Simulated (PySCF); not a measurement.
Isomers of C4H12BN, mass 85.106 u with the commonest isotopes. Level of theory: PBE0-D3(BJ)/def2-SVP geometry optimisation, gas phase in PySCF. One conformer each, none proved a minimum here; rigid rotors.

Question: Order these by rotational constant C, smallest first.
A. `[CH3:1][NH:2][BH:3][CH:4]([CH3:5])[CH3:6]` with C1–N2–B3–C4 180°, N2–B3–C4–C5 1°
B. `[BH3-:1][NH2+:2][CH2:3][CH2:4][CH:5]=[CH2:6]` with B1–N2–C3–C4 74°, N2–C3–C4–C5 62°, C3–C4–C5–C6 -103°
C. `[CH3:1][B:2]([NH2:3])[CH:4]([CH3:5])[CH3:6]` with C1–B2–C4–C5 -63°
D. `CC(C)(C)BN`
E. `[NH3+:1][BH2-:2][CH:3]1[CH2:4][CH2:5][CH2:6]1` with N1–B2–C3–C4 -167°, B2–C3–C4–C5 99°, C3–C4–C5–C6 18°, C4–C5–C6–C3 -18°, B2–C3–C6–C5 -97°

Answer: A (1523 MHz), B (1883 MHz), E (1962 MHz), C (2211 MHz), D (2439 MHz).

Question: Order these by rotational constant B, largest first.
A. `[NH3+:1][BH2-:2][CH:3]1[CH2:4][CH2:5][CH2:6]1` with N1–B2–C3–C4 -167°, B2–C3–C4–C5 99°, C3–C4–C5–C6 18°, C4–C5–C6–C3 -18°, B2–C3–C6–C5 -97°
B. `[CH3:1][B:2]([NH2:3])[CH:4]([CH3:5])[CH3:6]` with C1–B2–C4–C5 -63°
C. `[CH3:1][NH:2][BH:3][CH:4]([CH3:5])[CH3:6]` with C1–N2–B3–C4 180°, N2–B3–C4–C5 1°
D. `C(C)(C)(C)BN`

Answer: D (2496 MHz), B (2307 MHz), A (2209 MHz), C (1779 MHz).

Question: Order these by dipole moment, largest first.
A. `[CH3:1][NH:2][BH:3][CH:4]([CH3:5])[CH3:6]` with C1–N2–B3–C4 180°, N2–B3–C4–C5 1°
B. `[BH3-:1][NH2+:2][CH2:3][CH2:4][CH:5]=[CH2:6]` with B1–N2–C3–C4 74°, N2–C3–C4–C5 62°, C3–C4–C5–C6 -103°
C. `CC(C)(C)BN`
D. `[NH3+:1][BH2-:2][CH:3]1[CH2:4][CH2:5][CH2:6]1` with N1–B2–C3–C4 -167°, B2–C3–C4–C5 99°, C3–C4–C5–C6 18°, C4–C5–C6–C3 -18°, B2–C3–C6–C5 -97°

Answer: B (5.46 D), D (5.31 D), C (1.83 D), A (1.70 D).

```json
{"SMILES": "[NH3+][BH2-]C1CCC1", "point group": "C1", "Ia (u·Å²)": "73.97", "Ib (u·Å²)": "228.81", "Ic (u·Å²)": "257.55", "κ": "-0.90", "μa (D)": "4.26", "μb (D)": "2.97", "μc (D)": "1.11"}
{"SMILES": "CNBC(C)C", "point group": "C1", "Ia (u·Å²)": "75.18", "Ib (u·Å²)": "284.05", "Ic (u·Å²)": "331.76", "κ": "-0.90", "μa (D)": "1.20", "μb (D)": "1.11", "μc (D)": "0.48"}
{"SMILES": "CB(N)C(C)C", "point group": "near Cs", "Ia (u·Å²)": "121.27", "Ib (u·Å²)": "219.07", "Ic (u·Å²)": "228.56", "κ": "-0.90", "μa (D)": "1.20", "μb (D)": "1.08", "μc (D)": "0.11"}
{"SMILES": "[BH3-][NH2+]CCC=C", "point group": "C1", "Ia (u·Å²)": "99.46", "Ib (u·Å²)": "220.97", "Ic (u·Å²)": "268.33", "κ": "-0.75", "μa (D)": "3.04", "μb (D)": "3.09", "μc (D)": "3.31"}
{"SMILES": "CC(C)(C)BN", "point group": "Cs", "Ia (u·Å²)": "115.19", "Ib (u·Å²)": "202.46", "Ic (u·Å²)": "207.24", "κ": "-0.94", "μa (D)": "1.55", "μb (D)": "0.97", "μc (D)": "0.00"}
```
